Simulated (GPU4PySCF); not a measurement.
C7H10F6, SMILES CC(F)(F)CC(F)(F)CC(C)(F)F. Atoms are numbered in the order given.

```xyz
23

C      2.7900    -0.7454     1.1319
C      2.5829    -0.0009    -0.1583
F      2.8124     1.3339     0.0495
F      3.5438    -0.4020    -1.0611
C      1.2488    -0.1647    -0.8716
C      0.0000     0.0000    -0.0266
F     -0.1287    -1.0853     0.8042
F      0.1287     1.0853     0.8042
C     -1.2488     0.1647    -0.8716
C     -2.5829     0.0009    -0.1583
C     -2.7900     0.7454     1.1319
F     -2.8124    -1.3339     0.0495
F     -3.5438     0.4020    -1.0611
H      2.1093    -0.3722     1.8908
H      2.6118    -1.8072     0.9831
H      3.8172    -0.5887     1.4525
H      1.2304     0.5611    -1.6832
H      1.2162    -1.1609    -1.3087
H     -1.2304    -0.5611    -1.6832
H     -1.2162     1.1609    -1.3087
H     -2.1093     0.3722     1.8908
H     -2.6118     1.8072     0.9831
H     -3.8172     0.5887     1.4525
```

Geometry optimised at ωB97M-D3(BJ)/def2-TZVP. The values are those of a single conformer.

Computed with GPU4PySCF with ωB97M-D3(BJ)/def2-TZVP.

No scaling factor is applied to the harmonic values.

Computed harmonic wavenumbers and intensities:
| mode | ν (cm⁻¹) | IR (km/mol) | moving atoms (share of kinetic energy) |
|---|---|---|---|
| 1 | 43 | 1.0 | F 55 %, C 31 %, H 14 % |
| 2 | 50 | 0.5 | F 69 %, C 24 % |
| 3 | 82 | 6.0 | F 66 %, C 23 %, H 11 % |
| 4 | 89 | 1.1 | F 52 %, C 37 %, H 11 % |
| 5 | 128 | 0.0 | F 64 %, C 22 %, H 14 % |
| 6 | 205 | 5.5 | F 54 %, C 35 %, H 12 % |
| 7 | 218 | 0.1 | F 38 %, C 37 %, H 25 % |
| 8 | 252 | 0.4 | H 93 % |
| 9 | 258 | 0.0 | H 71 %, F 25 % |
| 10 | 279 | 0.1 | F 58 %, H 22 %, C 20 % |
| 11 | 290 | 1.5 | F 65 %, C 22 %, H 13 % |
| 12 | 310 | 0.6 | F 80 %, C 14 % |
| 13 | 332 | 3.2 | F 66 %, C 21 %, H 13 % |
| 14 | 385 | 0.5 | F 41 %, H 35 %, C 24 % |
| 15 | 410 | 0.3 | F 51 %, C 25 %, H 24 % |
| 16 | 418 | 1.1 | F 43 %, H 33 %, C 24 % |
| 17 | 420 | 1.2 | H 45 %, F 32 %, C 22 % |
| 18 | 501 | 18.8 | F 57 %, C 28 %, H 15 % |
| 19 | 508 | 7.9 | C 39 %, F 38 %, H 23 % |
| 20 | 530 | 22.1 | F 61 %, C 29 %, H 10 % |
| 21 | 546 | 0.0 | F 70 %, C 25 % |
| 22 | 590 | 8.0 | F 48 %, C 34 %, H 19 % |
| 23 | 743 | 49.9 | C 59 %, F 28 %, H 13 % |
| 24 | 787 | 5.6 | C 62 %, F 22 %, H 16 % |
| 25 | 823 | 3.6 | C 53 %, F 32 %, H 15 % |
| 26 | 863 | 19.9 | F 41 %, C 40 %, H 20 % |
| 27 | 890 | 59.5 | C 39 %, H 32 %, F 29 % |
| 28 | 892 | 9.9 | C 42 %, H 41 %, F 17 % |
| 29 | 941 | 47.9 | H 36 %, C 35 %, F 29 % |
| 30 | 956 | 24.6 | H 48 %, C 35 %, F 17 % |
| 31 | 975 | 56.9 | H 52 %, C 34 %, F 14 % |
| 32 | 991 | 6.6 | H 54 %, C 35 %, F 11 % |
| 33 | 1039 | 8.7 | H 45 %, C 42 %, F 13 % |
| 34 | 1101 | 90.4 | C 49 %, H 48 % |
| 35 | 1130 | 2.0 | H 64 %, C 30 % |
| 36 | 1160 | 21.1 | C 66 %, H 22 %, F 12 % |
| 37 | 1202 | 162.8 | C 73 %, H 21 % |
| 38 | 1243 | 27.1 | C 68 %, H 27 % |
| 39 | 1247 | 238.8 | C 75 %, H 18 % |
| 40 | 1269 | 65.5 | C 66 %, H 33 % |
| 41 | 1290 | 106.3 | C 62 %, H 32 % |
| 42 | 1319 | 74.1 | C 56 %, H 42 % |
| 43 | 1344 | 4.4 | H 65 %, C 33 % |
| 44 | 1396 | 0.0 | H 50 %, C 49 % |
| 45 | 1419 | 124.0 | C 50 %, H 49 % |
| 46 | 1427 | 78.3 | H 64 %, C 35 % |
| 47 | 1432 | 66.0 | H 55 %, C 45 % |
| 48 | 1454 | 7.8 | H 87 %, C 13 % |
| 49 | 1459 | 2.4 | H 92 % |
| 50 | 1480 | 1.8 | H 93 % |
| 51 | 1480 | 1.3 | H 92 %, C 8 % |
| 52 | 1484 | 2.4 | H 95 % |
| 53 | 1486 | 3.0 | H 94 % |
| 54 | 3094 | 4.5 | H 97 % |
| 55 | 3094 | 2.0 | H 97 % |
| 56 | 3102 | 0.6 | H 95 % |
| 57 | 3107 | 2.7 | H 95 % |
| 58 | 3154 | 0.9 | H 90 %, C 10 % |
| 59 | 3159 | 2.8 | H 91 %, C 9 % |
| 60 | 3174 | 1.6 | H 91 %, C 9 % |
| 61 | 3174 | 16.4 | H 91 %, C 9 % |
| 62 | 3188 | 7.4 | H 91 %, C 9 % |
| 63 | 3188 | 1.0 | H 91 %, C 9 % |
